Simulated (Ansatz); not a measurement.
Program: Ansatz. Geometries: PBE0-D4/def2-TZVP. ΔE: electronic, gas phase. CCSD(T)/CBS adds triple-zeta CCSD(T) − MP2 to the extrapolated MP2 energy (def2 sets, frozen cores). This one scheme is used for every species. Functionals use def2-TZVPP. HSE06 is defined as in plane-wave codes. def2 core potentials past Kr. For Br, Zr outer-core shells are correlated without core-valence functions, which leaves a few kJ/mol of doubt a bond. Scalar relativity is left out up to krypton. One conformer a species, not always the lowest.

Reaction (ligand exchange at a Zr–O bond): `[OH][Zr]([F])([F])[Br]` + CH₃OH → `C[O][Zr]([F])([F])[Br]` + H₂O

`[OH][Zr]([F])([F])[Br]`:

Cartesian coordinates in Å:
```
O -0.117 -1.450 -0.004
Zr -0.011 0.433 0.114
F -1.744 1.136 0.417
F 1.098 0.903 1.577
Br 0.934 1.376 -2.013
H -0.160 -2.398 -0.091
```

CH₃OH:

Cartesian coordinates in Å:
```
C 0.215 -0.015 -0.283
O -1.005 0.084 0.415
H -0.022 0.018 -1.347
H 0.737 -0.959 -0.080
H 0.894 0.817 -0.059
H -0.821 0.055 1.356
```

`C[O][Zr]([F])([F])[Br]`:

Cartesian coordinates in Å:
```
C 0.383 1.667 -0.092
O 0.098 0.306 0.043
Zr -0.300 -1.524 0.195
F 1.321 -2.478 0.458
F -1.431 -1.776 1.700
Br -1.446 -2.284 -1.915
H 0.040 2.022 -1.068
H 1.460 1.833 -0.012
H -0.125 2.235 0.691
```

H₂O:

Z-matrix (Å, degrees):
```
O
H 1 0.960
H 1 0.960 2 105.1
```

Is it downhill or uphill in electronic energy at CCSD(T)/CBS, and by how much? (An estimate is asked.)

Computed: Downhill: ΔE = -18.4 kJ/mol.

What do these levels give: revPBE-D4, HSE06-D4, PBE-QIDH, r2SCANh, CAM-B3LYP, MP2/def2-TZVPP? (Best estimate.)

The calculation gave: revPBE-D4 -16.8, HSE06-D4 -15.7, PBE-QIDH -16.8, r2SCANh -13.9, CAM-B3LYP -12.1, MP2/def2-TZVPP -21.7 kJ/mol.

Largest T1 diagnostic among the species: 0.015.

In def2-TZVPP, CCSD(T) changes the Hartree–Fock value by −9.2 kJ/mol (the triples alone add −2.0 kJ/mol) and MP2 by −11.6 kJ/mol. The D4 term adds −3.4 kJ/mol with B3LYP and −2.2 kJ/mol with PBE0; it sums over pairs of atoms, weighted by their polarisabilities, and B3LYP, whose exchange is more repulsive, gets the larger term.

B3LYP here is the variant with VWN-RPA as its local correlation; programs differ in this.
